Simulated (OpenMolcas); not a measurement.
C, Si, Ge, Sn, Pb: ns2 np2 down the group

* Program: OpenMolcas
* Method: RASSCF
* Basis: ANO-RCC-VQZP
* Scalar Hamiltonian: DKH2, point nucleus
* Spin-orbit coupling: RASSI with atomic mean-field integrals over the reference wave functions, term energies averaged over their components

Active space for each ion: 2 electrons in 9 orbitals (RAS2 p; RAS3 s d, at most 1 electron).

Computed levels in cm-1 above 3P0:

| Level | C | Si | Ge | Sn | Pb |
| --- | --- | --- | --- | --- | --- |
| 3P1 | 15.7 | 66.4 | 465 | 1363 | 6202 |
| 3P2 | 46.9 | 195 | 1240 | 3086 | 9826 |
| 1D2 | 12625 | 8736 | 9382 | 10295 | 19774 |
| 1S0 | 30969 | 21305 | 21814 | 21561 | 30667 |
| weight of 3P in the lowest level (%) | 100 | 100 | 100 | 98 | 90 |

Mixed levels, with the weight of the term that names them: Pb 3P2 (71 %), Pb 1D2 (71 %).

Measured, with the error of the calculation in %. Measured levels: C, Si, Ge, Sn, Pb from NIST Handbook of Basic Atomic Spectroscopic Data.

```json
{"Level": "3P1", "C": "16.4 (-4.5)", "Si": "77.1 (-13.9)", "Ge": "557 (-16.5)", "Sn": "1692 (-19.4)", "Pb": "7819 (-20.7)"}
{"Level": "3P2", "C": "43.4 (+8.0)", "Si": "223 (-12.5)", "Ge": "1410 (-12.0)", "Sn": "3428 (-10.0)", "Pb": "10650 (-7.7)"}
{"Level": "1D2", "C": "10193 (+23.9)", "Si": "6299 (+38.7)", "Ge": "7125 (+31.7)", "Sn": "8613 (+19.5)", "Pb": "21458 (-7.8)"}
{"Level": "1S0", "C": "21648 (+43.1)", "Si": "15394 (+38.4)", "Ge": "16367 (+33.3)", "Sn": "17162 (+25.6)", "Pb": "29467 (+4.1)"}
```

The fine-structure level 3P2 changes by a factor of 210 from C to Pb.

Without spin-orbit coupling 1D lies 12594, 8603, 8471, 7654, 7422 cm-1 above 3P in that order; the difference to the level 1D2, of either sign, comes from spin-orbit coupling, which also lowers the zero.

With the s shell closed, the reference lacks s² → p² mixing. Without dynamic correlation excited terms often stand tens of per cent too high (terms of higher spin than the ground term too low), and those without a measured partner can miss by more than the paired ones (holds for C; Si; Ge). No level of 2s2 2p 3d was computed, though it lies in the active space (holds for C). No level of 4s2 4p 4d was computed, though it lies in the active space (holds for Ge). Computed and measured levels are paired by configuration, term and J; levels that our copy of the source lacks, or whose pairing is in doubt (as where it misses far off the trend of its configuration), stay unpaired and out of the deviations. Where the source uses jj or jK labels, the order within each J decides. Levels of configurations outside the active space are missing.
